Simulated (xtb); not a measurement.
germanium atom (Ge), triplet; xtb with GFN2-xTB with ALPB(dmf).

Input for xtb:
```
$ xtb mol.xyz --gfn 2 --uhf 2 --alpb dmf --json

# file mol.xyz
1

Ge     0.00000000     0.00000000     0.00000000
```

### Question
Write the output that xtb gives for this input, abridged.

### Answer

```
   ID    Z sym.   atoms
    1   32 Ge     1

           -------------------------------------------------
          |                Calculation Setup                |
           -------------------------------------------------

           -------------------------------------------------
          |                 G F N 2 - x T B                 |
           -------------------------------------------------

      * Solvation model:               ALPB
        Solvent                        dmf
        Parameter file                 internal GFN2-xTB/ALPB
        Dielectric constant                3.7000E+01
        Reference state                gsolv [1 M gas/solution]
        Free energy shift                  6.0086E-03 Eh       3.7705E+00 kcal/mol
        Temperature                        2.9815E+02 K
        Density                            9.5000E-01 kg/L
        Solvent mass                       7.3100E+01 g/mol
        Interaction kernel             P16
        Born radius scaling (c1)           1.8540E+00
        Born radii integrator          GBOBC
        Born offset                        0.0000E+00 a0       0.0000E+00 AA
        H-bond correction              true
        Ion screening                  false
        Surface tension                    1.0000E-05 Eh       1.5569E+01 dyn/cm
        Grid points                               230 per atom

          ...................................................
          :                      SETUP                      :
          :.................................................:
          :  # basis functions                  10          :
          :  # atomic orbitals                   9          :
          :  # shells                            3          :
          :  # electrons                         4          :
          :  max. iterations                   250          :
          :  Hamiltonian                  GFN2-xTB          :
          :  restarted?                      false          :
          :  GBSA solvation                   true          :
          :  PC potential                    false          :
          :  electronic temp.          300.0000000     K    :
          :  accuracy                    1.0000000          :
          :  -> integral cutoff          0.2500000E+02      :
          :  -> integral neglect         0.1000000E-07      :
          :  -> SCF convergence          0.1000000E-05 Eh   :
[...]
         :: total energy              -1.810403594522 Eh    ::
[...]

         #    Occupation            Energy/Eh            Energy/eV
      -------------------------------------------------------------
         1        2.0000           -0.5235905             -14.2476
         2        0.6667           -0.2244476              -6.1075
         3        0.6667           -0.2244476              -6.1075 (HOMO)
         4        0.6667           -0.2244476              -6.1075 (LUMO)
         5                          0.0398321               1.0839
         6                          0.0398321               1.0839
         7                          0.0398321               1.0839
         8                          0.0398321               1.0839
         9                          0.0398321               1.0839
      -------------------------------------------------------------
                  HL-Gap            0.0000000 Eh            0.0000 eV
             Fermi-level           -0.2989041 Eh           -8.1336 eV

     #   Z          covCN         q      C6AA      α(0)
     1  32 Ge       0.000     0.000   367.573    41.605

 Mol. C6AA /au·bohr⁶  :        367.572941
 Mol. C8AA /au·bohr⁸  :      33854.437594
 Mol. α(0) /au        :         41.604933

Wiberg/Mayer (AO) data.
largest (>0.10) Wiberg bond orders for each atom

 ---------------------------------------------------------------------------
     #   Z sym  total        # sym  WBO       # sym  WBO       # sym  WBO
 ---------------------------------------------------------------------------
     1  32 Ge   0.000
 ---------------------------------------------------------------------------

molecular dipole:
                 x           y           z       tot (Debye)
 q only:        0.000       0.000       0.000
   full:        0.000       0.000       0.000       0.000
molecular quadrupole (traceless):
                xx          xy          yy          xz          yz          zz
 q only:        0.000       0.000       0.000       0.000       0.000       0.000
  q+dip:        0.000       0.000       0.000       0.000       0.000       0.000
   full:        0.000       0.000       0.000       0.000       0.000       0.000

           -------------------------------------------------
          | TOTAL ENERGY               -1.810403594522 Eh   |
          | GRADIENT NORM               0.000000000000 Eh/α |
          | HOMO-LUMO GAP               0.000000000000 eV   |
           -------------------------------------------------

normal termination of xtb
```
